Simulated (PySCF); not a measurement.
C3H12InN, SMILES [CH3][In]([CH3])([CH3])<-[NH3] (connectivity only; charge and spin as stated), neutral, multiplicity 1.

Coordinates come from a B3LYP-D3(BJ)/def2-SVP optimisation. The isomer is the one that the SMILES or the coordinates give; other isomers of the formula were not compared. The def2 effective core potentials stand for the cores of In; spin–orbit coupling is left out. One conformer was computed; it need not be the lowest.

Method: B3LYP-D3(BJ)/def2-SVP (PySCF).

Frequencies are harmonic and unscaled.

A small imaginary wavenumber (i) marks a very flat motion, where grid noise or a shallow saddle decides the sign.

Modes within 1.5 cm⁻¹ of each other (mostly degenerate sets) share a row, with their intensities summed.

Computed harmonic wavenumbers and intensities:
```
mode   ν (cm⁻¹)  IR (km/mol)  moving atoms (share of kinetic energy)
-----  --------  -----------  --------------------------------------
1           21i          0.0                                  H 99 %
2–4          62          0.0                                 H 100 %
5–6          89          4.4                  N 32 %, H 32 %, C 31 %
7–8         109          8.2                 C 56 %, H 33 %, In 11 %
9           121          8.0                 C 47 %, H 30 %, In 22 %
10          254          7.1                 N 72 %, H 17 %, In 11 %
11–12       448          8.2                  H 77 %, N 11 %, C 11 %
13          451          2.1                          C 80 %, H 19 %
14–15       480        131.9                 C 56 %, H 28 %, In 15 %
16          616          0.0                          H 87 %, C 13 %
17–18       644         40.8                          H 83 %, C 15 %
19          699        100.3                          H 79 %, C 19 %
20–21       713        165.4                          H 80 %, C 19 %
22         1124        142.4                          H 83 %, N 17 %
23–24      1176          2.4                          H 81 %, C 19 %
25         1183          0.1                          H 83 %, C 17 %
26–27      1435          2.0                                  H 95 %
28         1437          0.0                                  H 95 %
29–31      1443          0.6                                  H 95 %
32–33      1630         32.5                                  H 95 %
34–35      3019         79.2                                  H 97 %
36         3020          0.1                                  H 97 %
37–42      3113        118.9                           H 91 %, C 9 %
43         3468          9.3                                  H 98 %
44–45      3593         46.3                           H 92 %, N 8 %
```
